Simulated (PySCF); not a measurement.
Dipole moment and polarisability of `Brc1cn[nH]c1`

Compound: C3H3BrN2.
SMILES with atom numbers: `[Br:1][c:2]1[cH:3][n:4][nH:5][cH:6]1` (hydrogens: H7 on C3; H8 on N5; H9 on C6)

Cartesian coordinates in Å at the PBE0-D3(BJ)/def2-SVP level; atoms count from 1:
```xyz
9
C3H3BrN2 angstrom
Br     2.4035    0.0615    1.3933
C      0.8014   -0.0513    0.4508
C      0.2155   -1.2004   -0.1257
N     -0.9279   -0.8951   -0.7198
N     -1.0776    0.4110   -0.5348
C     -0.0709    0.9822    0.1642
H      0.5905   -2.2225   -0.1221
H     -1.8976    0.8723   -0.9076
H     -0.0370    2.0424    0.4017
```

Level: B3LYP/def2-SVPD (PySCF), static field, nuclei fixed, core orbitals frozen in the response. The polarisability tensor in these axes (au):

```
x   79.64 -2.21 18.98
y   -2.21 68.34  3.42
z   18.98  3.42 57.43
```

Q: What are the eigenvalues, a third of the trace, and Δα (Δα² = ½Σ(αi − αj)² over the three pairs)?

A: Principal values 45.82, 69.08 and 90.52 au; mean 68.47 au = 10.15 Å³ = 11.29 × 10⁻⁴⁰ C²·m²/J; Δα = 38.73 au (57 % of the mean).

Q: What is the dipole moment, and where does it point?

A: (-1.22, 2.11, -0.26) D, 2.45 D in size, pointing from the negative to the positive side. Measured along this direction, the outermost atoms are H7 at the negative end and H8 and H9 at the positive end.

Q: Sum over states: ᾱ = Σ f/ω², ω in Eh. What share falls to these 10 lowest TDDFT singlets (eV, f)? 5.43, 0.0003; 5.97, 0.0498; 6.35, 0.0019; 6.41, 0.0014; 6.52, 0.0055; 6.60, 0.0019; 6.75, 0.0405; 6.85, 0.0054; 7.15, 0.0051; 7.25, 0.0010.

A: They add up to 2.06 au, 3.0 % of the 68.47 au; the largest single term is 1.04 au, from the state at 5.97 eV. Terms in order: 0.01, 1.04, 0.03, 0.03, 0.10, 0.03, 0.66, 0.08, 0.07, 0.01 au. Higher excitations give the rest. The strengths listed sum to 0.113.

Q: What would n − 1 = 2πNα be for an ideal gas of these molecules at 500 K and 1 atm, electronic part alone?

A: N = p/kT = 1.4678 × 10¹⁹ cm⁻³, so n − 1 = 2π × N × 10.15 × 10⁻²⁴ cm³ = 936 × 10⁻⁶ at long wavelengths, for an ideal gas.

Q: Find the Langevin capture rate constant for H3+ (3.023 u) meeting this molecule (145.948 u), k = 2.342 × 10⁻⁹ cm³/s × √(α in Å³ / reduced mass in u).

A: The reduced mass is 2.96 u, so k = 4.33 × 10⁻⁹ cm³/s. The formula leaves out the permanent dipole, which adds to the capture rate.

Q: Give the eigenvalues of the traceless quadrupole moment Θ = ½Σq(3rr − r²1), origin at the centre of nuclear charge.

A: -9.19, -5.47, 14.66 D·Å. The values depend on the origin, since the dipole doesn't vanish. The electronic extent ⟨r²⟩ about the same centre is 913 bohr², a root-mean-square distance of 1.91 Å for the 70 electrons.

Geometry: PBE0-D3(BJ)/def2-SVP; no solvent, vibrations or thermal averaging. The calculation is non-relativistic, for bromine too.
